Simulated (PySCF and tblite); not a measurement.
Results of a calculation; reference values are marked as such.
System: C4H10BNO2, numbered as in [CH3:1][O:2][B:3]([CH3:4])[NH:5][C:6]([CH3:7])=[O:8].

Geometries: GFN2-xTB; energies: revPBE/pcSseg-1 + D3(BJ); zero-point and thermal terms from GFN2-xTB harmonic modes (soft modes blended into free rotors). Rates follow Eyring's equation with the number of equivalent paths and no tunnelling. Run with tblite and PySCF.

Task: Estimate the barrier and the room-temperature rate of the rotation about the B3–N5 bond (torsion O2–B3–N5–C6 from -180° to 0°, rising).

Result: The electronic barrier is 12.6 kcal/mol and ΔG‡(298 K) 11.8 kcal/mol, over a C1 saddle with an imaginary mode of 92i cm⁻¹ (GFN2-xTB). With 2 equivalent paths, k is 2.5×10⁴ s⁻¹, a mean lifetime of the start of 39 µs against this motion. The end lies 4.1 kcal/mol above the start in free energy.
